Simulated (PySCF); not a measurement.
Si(H)3(NHMe) (CH7NSi), SMILES CN[SiH3].

Geometry optimised at B3LYP-D3(BJ)/def2-SVP.

Level of theory: r2SCAN/def2-TZVPD in PySCF.

Isolated molecule, no solvent.

Computed frontier levels, gap, dipole moment and polarisability:
```json
{
  "highest_occupied_level": "-5.69 eV",
  "lowest_empty_level": "-0.08 eV",
  "orbital_gap": "5.62 eV",
  "dipole_moment": "1.22 D",
  "quadrupole, principal values (traceless, Buckingham form, about the centre of nuclear charge)": "-3.14, 0.61, 2.53 D·Å",
  "mean_static_polarisability": "52.3 bohr³ (7.74 Å³)",
  "polarisability_principal_values": "47.5, 49.2, 60.1 bohr³"
}
```
